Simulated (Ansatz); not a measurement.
One change: `[F][Zr]([F])([F])[SeH]` becomes `[F][Zr]([F])([Cl])[SeH]`.

Ansatz, PBE0-D4/def2-TZVP geometries, multiplicity 1. Each molecule was computed in one conformer, which needn't be the lowest.

Elements past krypton have def2 core potentials. Scalar relativity is left out up to krypton. Spin–orbit coupling is left out; it splits and shifts lone-pair levels of the heavy atoms by tenths of an eV.

| property | `[F][Zr]([F])([F])[SeH]` |
| --- | --- |
| HOMO energy (PBE0/def2-TZVPP) / eV | -7.71 |
| HOMO–LUMO gap (B3LYP/def2-TZVPP) / eV | 5.28 |
| LUMO energy (PBE/def2-TZVPP) / eV | -2.79 |
| size of the dipole moment (PBE/def2-TZVPP) / D | 0.35 |
| HOMO–LUMO gap (PBE0/def2-TZVPP) / eV | 5.76 |
| ideal-gas entropy at 298 K and 1 bar (rigid rotor, harmonic PBE0-D4/def2-TZVP) / J/(mol·K) | 391 |

(1) What does the change do to each property? (An estimate is asked.)

Answers

(1) Computed: 
| property | `[F][Zr]([F])([Cl])[SeH]` | shift |
| --- | --- | --- |
| HOMO energy (PBE0/def2-TZVPP) / eV | -7.78 | -0.07 |
| HOMO–LUMO gap (B3LYP/def2-TZVPP) / eV | 5.17 | -0.11 |
| LUMO energy (PBE/def2-TZVPP) / eV | -2.98 | -0.19 |
| size of the dipole moment (PBE/def2-TZVPP) / D | 0.61 | 0.26 |
| HOMO–LUMO gap (PBE0/def2-TZVPP) / eV | 5.63 | -0.13 |
| ideal-gas entropy at 298 K and 1 bar (rigid rotor, harmonic PBE0-D4/def2-TZVP) / J/(mol·K) | 398 | 7 |

With PBE0 the HOMO falls by 0.07 eV and the LUMO falls by 0.20 eV, so the gap narrows by about 0.13 eV. PBE moves the HOMO by -0.09 eV and ωB97M-V by -0.05 eV. Dipoles are sizes alone; their direction can turn. Modes under 60 cm⁻¹, often nearly free rotors, make the harmonic entropy too high.

B3LYP here is the variant with VWN-RPA as its local correlation; programs differ in this.
